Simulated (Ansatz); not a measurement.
A nudged elastic band was laid between two geometries of AlBFH3S (7 atoms, charge 0, multiplicity 1).

Computed with RKS CAM-B3LYP-D4/def2-SVP in Ansatz 0.2.0.

| Quantity | Value |
| --- | --- |
| movable images | 4 |
| climbing image | no |
| spring | 5.0 eV/Å² |
| optimiser | quadratic models (default) |
| start path | IDPP |
| force threshold | 0.03 eV/Å |
| iteration limit | 60 |
| end points | relaxed |

Initial state:

```xyz
7
Properties=species:S:1:pos:R:3
B -0.865 1.331 0.519
Al 0.091 -0.487 0.053
F -0.272 -1.882 0.891
S 1.591 -0.711 -1.509
H -0.432 2.092 1.350
H -1.879 1.686 -0.031
H 1.766 -2.029 -1.273
```

Final state:

```xyz
7
Properties=species:S:1:pos:R:3
B -0.746 1.124 0.454
Al 0.020 -0.827 0.236
F -0.531 -2.057 1.212
S 1.535 -1.457 -1.196
H -0.252 1.929 1.205
H -1.701 1.516 -0.172
H 1.675 -0.228 -1.738
```

Task: What changes between the two ends?

Result: No bond is made or broken. The dihedral F3–Al2–S4–H7 goes from 0 to 180°.

Task: Give the energies along the band, and the barrier.

Result: The run converged. The highest image is number 3 of 0 to 5, 0.174 eV above the first end and 0.151 eV above the last; the last end lies 0.023 eV above the first. No image climbed, so the highest image needn't sit at the top of the path.

| image | path coordinate (Å) | energy (eV) | dihedral F3–Al2–S4–H7 (°) |
| --- | --- | --- | --- |
| 0 | 0.00 | 0.000 | 0 |
| 1 | 0.65 | 0.059 | -31 |
| 2 | 1.29 | 0.168 | -69 |
| 3 | 1.94 | 0.174 | -111 |
| 4 | 2.58 | 0.061 | -153 |
| 5 | 3.23 | 0.023 | 180 |

Task: What is the geometry of the highest image?

Result: 
```xyz
7
Properties=species:S:1:pos:R:3
B -0.415 1.326 0.559
Al -0.302 -0.696 -0.006
F -1.161 -1.815 0.878
S 0.806 -1.480 -1.733
H 0.392 1.869 1.273
H -1.311 2.033 0.164
H 1.992 -1.236 -1.135
```

The band took 12 iterations and of the order of 2.3 core-minutes.

The run took 72 s on 2 threads of Arm Neoverse V2, with other jobs on the host, peak memory 0.17 GiB.
